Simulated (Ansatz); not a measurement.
H2Zn, charge +1, doublet, geometry from GFN2-xTB (such geometries of metal compounds can be far from the true shape) (a state made from the parent by changing its charge; the spin is typed, not shown lowest); PBE/6-31G** run with Ansatz (a first-principles code).

Here is a job for Ansatz.
Ansatz 0.2 input:
```yaml
crystal:
  periodic: [false, false, false]
  atoms:
    - {symbol: Zn, position_ang: [0.00000000, 0.00000000, 0.00000000]}
    - {symbol: H, position_ang: [-0.00000000, -0.00000000, -1.56522249]}
    - {symbol: H, position_ang: [0.00000000, 0.00000000, 1.56522249]}
basis:
  gaussian:
    orbitals: 6-31G__.json
hamiltonian:
  xc: pbe
total_charge: 1
magnetization: {spin_polarized: true, initial_magnetization: 1}
accuracy: high
```
The basis file holds 6-31G** in the JSON format of the Basis Set Exchange.

What the program printed (banner, timings and long lists left out):

```
Functional definition: PBE
813 factors; integrals over basis functions are off by at most 3.7e-9 eV
mean field evaluation 1: about -48417.3519 eV, gradient 4.4e1 eV
mean field evaluation 2: about -48410.0597 eV, gradient 8.3e1 eV
mean field evaluation 4: about -48424.2398 eV, gradient 3.6e0 eV
mean field evaluation 8: about -48424.2631 eV, gradient 1.6e-2 eV
mean field evaluation 16: about -48424.2631 eV, gradient 5.4e-7 eV
mean field evaluation 32: about -48422.7000 eV, gradient 4.8e-2 eV
mean field -48424.26310005 eV, -1779.5588457822 hartree, gradient 4.5e-9 eV, S^2 0.764047; 3 other end points of the search recorded, 0 dependent functions left out
reference -48424.26310390 eV, -1779.5588459238 hartree; 16, 15 occupied and 30, 31 virtual orbitals, 813 factors
Total energy: -48424.26310390 eV, -1779.5588459238 hartree
```
